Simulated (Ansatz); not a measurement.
The first iterations of a band of CH$_{10}$AlN$_{3}$ (15 atoms, charge 0, multiplicity 1).

Theory: Ansatz 0.2.0, UKS BLYP/def2-SVP.

```
movable images  : 5
climbing image  : yes
spring          : 5.0 eV/Å²
optimiser       : quadratic models (default)
start path      : through a guess of the saddle point
force threshold : 0.05 eV/Å
iteration limit : 60
end points      : relaxed
```

Initial state:

```xyz
15
Properties=species:S:1:pos:R:3
Al 0.573 -1.004 -0.053
H 1.997 -1.129 -0.802
N -0.754 -2.072 -0.738
N 0.402 -0.621 1.740
H 0.388 0.998 -1.756
N -0.102 0.821 -0.866
C -0.146 2.052 -0.027
H -1.576 -2.351 -0.193
H -0.540 -2.834 -1.390
H 1.105 -0.059 2.233
H 0.124 -1.372 2.382
H -1.051 0.507 -1.135
H -0.569 1.781 0.959
H 0.888 2.414 0.135
H -0.739 2.867 -0.491
```

Final state:

```xyz
15
Properties=species:S:1:pos:R:3
Al -0.339 -0.831 0.481
H 1.665 0.291 -2.898
N -0.704 -2.353 -0.391
N 0.244 -0.858 2.175
H 1.190 0.296 -2.292
N -0.522 0.745 -0.377
C -0.024 2.066 0.009
H -0.916 -3.248 0.055
H -0.718 -2.465 -1.407
H 0.184 -0.081 2.836
H 0.673 -1.664 2.636
H -1.116 0.792 -1.211
H -0.836 2.786 0.273
H 0.630 1.979 0.901
H 0.589 2.547 -0.789
```

| iteration | highest image above the first end (eV) | largest band force component (eV/Å) |
| --- | --- | --- |
| 1 | 2.682 | 9.532 |
| 2 | 1.318 | 1.731 |
| 3 | 1.298 | 3.116 |
| 4 | 1.234 | 0.535 |

**Question.** Does the band converge within its limit, and where does its top end?

**Answer.** The forces met the threshold. It ended after 13 iterations with the highest image 1.153 eV above the first end. A vibrational analysis at the climbing image gives one clearly imaginary mode, 1062i cm⁻¹: a first-order saddle point. The orbitals were unrestricted but ended closed-shell.

The run took 4.2 min on 4 threads of Arm Neoverse N1, with other jobs on the host, peak memory 0.21 GiB.
